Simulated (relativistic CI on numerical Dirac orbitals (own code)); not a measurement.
# Sensitivity of the levels of Pr²⁺ to α and to the nuclear radius

Calculated at this level of theory: Dirac-Coulomb-Breit CI, separate exchange-only KLI orbitals for each configuration, valence Slater integrals scaled by 0.85, P86 correlation energy added to each configuration, derivatives by finite differences, QED left out (own radial code, finite nucleus).

CI space (outside the closed core [Xe]): 4f³, 4f²5d, 4f²6s, 4f5d², 4f²6p, 4f5d6s, 4f6s², 4f²6d. Levels of other configurations are missing.

With x = (α/α₀)² − 1 an excitation energy changes as ω = ω₀ + qx; K = 2q/ω₀ is the relative enhancement. Terms are leading LS components, so labels can repeat. The field-shift factor is F = δν/δ⟨r²⟩ for the transition from the lowest level.

Lowest level 4f³ ⁴I°9/2.

```csv
Level,ω₀ (cm⁻¹),q (cm⁻¹),F (GHz/fm²)
4f³ ⁴I°11/2,1355.5,1284,0.0693
4f³ ⁴I°13/2,2814.4,2547,0.142
4f³ ⁴I°15/2,4345.2,3758,0.217
4f²5d ⁴K11/2,4787.1,-23110,6.96
4f²5d ²H9/2,5242.1,-21760,6.87
4f²5d ⁴I9/2,6367.4,-21200,6.96
4f²5d ⁴K13/2,6737.9,-21340,7.07
4f²5d ²H11/2,6808.4,-20640,7.03
4f²5d ⁴G5/2,7139.4,-22150,6.99
4f²5d ⁴I11/2,7288.6,-20760,6.94
4f²5d ⁴G7/2,8195.9,-21160,7.04
4f²5d ⁴K15/2,8681.2,-19610,7.18
4f²5d ⁴H7/2,8710.6,-21970,7
4f²5d ⁴I13/2,8909.4,-19310,7.02
4f²5d ²I11/2,9556.4,-19390,7.13
4f²5d ⁴G9/2,9563.8,-19820,7.11
4f³ ²H°9/2,9661.5,-1160,0.674
4f³ ⁴F°3/2,9886.6,-1377,0.692
4f²5d ⁴H9/2,10069.9,-20580,7.09
4f²5d ²I13/2,10496.5,-19330,7.18
4f³ ⁴F°5/2,10621.6,-555,0.726
4f²5d ⁴I15/2,10647.3,-17860,7.1
4f²5d ⁴K17/2,10652.8,-17940,7.28
```

For a near-neutral ion this model can misplace configurations by up to about 10,000 cm⁻¹ (more where the count of f electrons changes) and terms by 10 to 25 % of their spread. Rates follow the energies as ν³ (E1, M1) or ν⁵ (E2), so they and the lifetimes can be off by large factors. The fine structure of a lone outer electron comes out too small, for d and f at times inverted, and misplaced configurations move strength between like terms.

Q: Which transition from the lowest level has the largest |K|?

A: 4f²5d ⁴K11/2 at 4787.1 cm⁻¹, K = -9.65.
